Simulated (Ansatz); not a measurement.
GaH6N (`[NH3+][GaH3-]`), relaxed with RKS PBE0-D4/def2-TZVP in the Gaussian-basis code of Ansatz from a PBE-D4/def2-SVP geometry. The force threshold is 0.005 eV/Å; the program also tests the step.

Total charge 0; spin multiplicity 1.

Start:

```xyz
8

N     0.331   -0.796    0.561
Ga   -0.368    0.883   -0.623
H     1.252   -0.604    0.977
H     0.421   -1.647   -0.010
H    -0.316   -1.010    1.332
H     0.847    0.956   -1.647
H    -0.432    1.968    0.539
H    -1.736    0.249   -1.130
```

| step | energy (eV) | largest force (eV/Å) | largest move (Å) |
| --- | --- | --- | --- |
| 1 | -53957.8396 | 0.601 | 0.000 |
| 2 | -53957.8559 | 0.230 | 0.015 |
| 3 | -53957.8576 | 0.033 | 0.008 |
| 4 | -53957.8577 | 0.020 | 0.008 |
| 5 | -53957.8578 | 0.000 | 0.004 |

End:

```xyz
8

N     0.331   -0.795    0.560
Ga   -0.362    0.870   -0.614
H     1.232   -0.590    0.975
H     0.427   -1.623   -0.015
H    -0.322   -1.002    1.307
H     0.840    0.941   -1.639
H    -0.419    1.953    0.538
H    -1.727    0.245   -1.113
```

Hardware: 2 threads of a server CPU on a shared host. Wall time 8.5 s, peak host memory 0.2 GiB.
